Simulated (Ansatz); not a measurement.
Molecule: sum formula SiHBr₂ (charge 0, doublet). It need not be the lowest isomer of its formula. 
Geometry from a B3LYP-D3(BJ)/def2-TZVP (Ansatz, a program for electronic structure) optimisation:
```xyz
4

Br    -1.8346    -0.2583    -0.1266
Si    -0.0309     0.8865     0.5235
Br     1.8486    -0.1590    -0.0776
H     -0.0568     2.1951    -0.1819
```
Charge 0, spin multiplicity 2.

Parts of the frozen-core correlation energy in def2-QZVPPD (Ansatz, hartree). Frozen orbitals: 33; correlated occupied orbitals by spin: 10 and 9; virtual: 262 and 263. UHF or UKS for open shells. Spin-orbit coupling is left out. No relativistic terms.

```csv
term,value
reference (HF),-5434.52635
MP2 opposite-spin,-0.35529
MP2 same-spin,-0.10642
CCSD correlation,-0.49743
(T),-0.02342
T1 diagnostic,0.014
largest doubles amplitude,0.014
<S^2> of the reference,0.757
```
